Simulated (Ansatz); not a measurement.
`BNCC` and `BNCC=C` differ in one atom or group.

Ansatz, PBE0-D4/def2-TZVP geometries, multiplicity 1. Each molecule was computed in one conformer, which needn't be the lowest.

```tsv
property	`BNCC`
ideal-gas entropy at 298 K and 1 bar (rigid rotor, harmonic PBE0-D4/def2-TZVP) / J/(mol·K)	300
LUMO energy (PBE/def2-TZVPP) / eV	-0.70
LUMO energy (PBE0/def2-TZVPP) / eV	0.25
HOMO energy (PBE/def2-TZVPP) / eV	-6.60
LUMO energy (ωB97M-V/def2-TZVPP) / eV	2.01
HOMO energy (ωB97M-V/def2-TZVPP) / eV	-10.21
```

Task: Give the same properties after the change, and the shifts. (An estimate is asked.)

Result: The calculation gave: 
```tsv
property	`BNCC=C`	shift
ideal-gas entropy at 298 K and 1 bar (rigid rotor, harmonic PBE0-D4/def2-TZVP) / J/(mol·K)	321	21
LUMO energy (PBE/def2-TZVPP) / eV	-1.23	-0.53
LUMO energy (PBE0/def2-TZVPP) / eV	-0.21	-0.46
HOMO energy (PBE/def2-TZVPP) / eV	-6.56	0.04
LUMO energy (ωB97M-V/def2-TZVPP) / eV	1.73	-0.28
HOMO energy (ωB97M-V/def2-TZVPP) / eV	-9.99	0.22
```

With PBE0 the HOMO rises by 0.14 eV and the LUMO falls by 0.46 eV, so the gap narrows by about 0.60 eV. PBE moves the HOMO by 0.04 eV and ωB97M-V by 0.22 eV. The zero-point energy changes by 13.4 kJ/mol with +3 modes.
